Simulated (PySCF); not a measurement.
**Static response to an electric field**

Species: C7H15B.
Numbering: `[CH3:1][C:2]([CH3:3])([CH3:4])[BH:5][CH:6]1[CH2:7][CH2:8]1` (hydrogens: H9, H10, H11 on C1; H12, H13, H14 on C3; H15, H16, H17 on C4; H18 on B5; H19 on C6; H20, H21 on C7; H22, H23 on C8)

Cartesian coordinates in Å at the PBE0-D3(BJ)/def2-SVP level; atoms count from 1:
```
atom  x, y, z in Å
C1    -1.2331    1.4482   -0.5985
C2    -1.0930   -0.0520   -0.3409
C3    -2.0135   -0.4653    0.8209
C4    -1.4920   -0.8362   -1.5987
B5     0.3647   -0.4946    0.0873
C6     1.5515    0.4370    0.3761
C7     2.4658    0.0410    1.5400
C8     2.9632   -0.1002    0.1595
H9    -0.5763    1.7818   -1.4179
H10   -0.9749    2.0394    0.2945
H11   -2.2687    1.7089   -0.8775
H12   -3.0622   -0.2098    0.5870
H13   -1.9667   -1.5491    1.0113
H14   -1.7516    0.0531    1.7578
H15   -2.5319   -0.6027   -1.8877
H16   -1.4233   -1.9233   -1.4371
H17   -0.8492   -0.5848   -2.4582
H18    0.5601   -1.6893    0.2337
H19    1.4458    1.5169    0.2320
H20    2.2106   -0.8623    2.1006
H21    2.8456    0.8617    2.1541
H22    3.0620   -1.1044   -0.2610
H23    3.7043    0.6169   -0.2029
```

Level: wB97X-D/def2-SVPD (PySCF), static field, nuclei fixed, core orbitals frozen in the response. The polarisability tensor in these axes (au):

```
x   111.56   1.01   6.65
y     1.01  90.61   0.29
z     6.65   0.29  92.14
```

Diagonalise the tensor; give its mean and Δα, where Δα² is half the sum of the squared differences of the eigenvalues.

Principal values 90.08, 90.56 and 113.67 au; mean 98.10 au = 14.54 Å³ = 16.18 × 10⁻⁴⁰ C²·m²/J; Δα = 23.35 au (24 % of the mean).

What is the dipole moment, and where does it point?

(0.53, 0.45, 0.20) D, 0.72 D in size, pointing from the negative to the positive side. Measured along this direction, the outermost atoms are H15 at the negative end and H21 at the positive end.

Rayleigh depolarisation ratio (linearly polarised light, static tensor)?

ρ = 3Δα²/(45ᾱ² + 4Δα²) = 1635.9/(433099 + 2181.1) = 0.00376.

In TDDFT the mean static polarisability is Σ f/ω² over all singlet excitations (ω in hartree). How much of it do the 10 lowest give? Their energies (eV) and oscillator strengths: 5.72, 0.0011; 6.34, 0.0043; 7.11, 0.2953; 7.52, 0.0073; 7.79, 0.0004; 7.83, 0.0003; 7.94, 0.0254; 8.51, 0.0249; 8.61, 0.0060; 8.69, 0.0033.

They add up to 5.18 au, 5.3 % of the 98.10 au; the largest single term is 4.33 au, from the state at 7.11 eV. Terms in order: 0.02, 0.08, 4.33, 0.10, 0.00, 0.00, 0.30, 0.25, 0.06, 0.03 au. Higher excitations give the rest. The strengths listed sum to 0.368.

Find the Langevin capture rate constant for NO+ (29.998 u) meeting this molecule (110.127 u), k = 2.342 × 10⁻⁹ cm³/s × √(α in Å³ / reduced mass in u).

The reduced mass is 23.58 u, so k = 1.84 × 10⁻⁹ cm³/s. The formula leaves out the permanent dipole, which adds to the capture rate.

What molar refraction does this α imply?

Lorentz–Lorenz: R = (4π/3)N_A α = 2.5225 cm³/(mol·Å³) × 14.54 Å³ = 36.7 cm³/mol, in the limit of long wavelengths.

Refractivity n − 1 of an ideal gas of it at 400 K and 1 atm, from the electronic α?

N = p/kT = 1.8347 × 10¹⁹ cm⁻³, so n − 1 = 2π × N × 14.54 × 10⁻²⁴ cm³ = 1676 × 10⁻⁶ at long wavelengths, for an ideal gas.

Isolated species at its PBE0-D3(BJ)/def2-SVP geometry (one conformer only).
